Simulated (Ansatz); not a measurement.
Calculated with Ansatz (gas phase, PBE0-D4/def2-TZVP geometries, no zero-point term in ΔE). CBS: MP2 limit from def2 TZ/QZ plus the TZ coupled-cluster correction, frozen cores. This one scheme is used for every species. Functionals use def2-TZVPP. B3LYP here is the variant with VWN-RPA as its local correlation; programs differ in this. Each species was taken in one conformer, which may not be the lowest.

Consider the ligand exchange at the Al–N bond: `[CH3][AlH][N]([SiH3])[SiH3]` + `O[SiH2][SiH3]` → `[CH3][AlH][O][SiH2][SiH3]` + `[SiH3]N[SiH3]`.

Question: Is it downhill or uphill in electronic energy at CCSD(T)/CBS, and by how much? (Best estimate.)

Answer: The calculation gave: Downhill: ΔE = -58.0 kJ/mol.

Question: What do these levels give: r2SCAN-D4, PBE0, B3LYP, HF/def2-TZVPP, CCSD/def2-TZVPP, HF/def2-QZVPP? (An estimate is asked.)

Answer: The calculation gave: r2SCAN-D4 -57.8, PBE0 -57.8, B3LYP -68.7, HF/def2-TZVPP -77.7, CCSD/def2-TZVPP -61.4, HF/def2-QZVPP -78.3 kJ/mol.

Largest T1 diagnostic among the species: 0.012.

In def2-TZVPP, CCSD(T) changes the Hartree–Fock value by +20.0 kJ/mol (the triples alone add +3.6 kJ/mol) and MP2 by +20.6 kJ/mol. The D4 term adds +5.3 kJ/mol with B3LYP and +2.5 kJ/mol with PBE0; it sums over pairs of atoms, weighted by their polarisabilities, and B3LYP, whose exchange is more repulsive, gets the larger term.
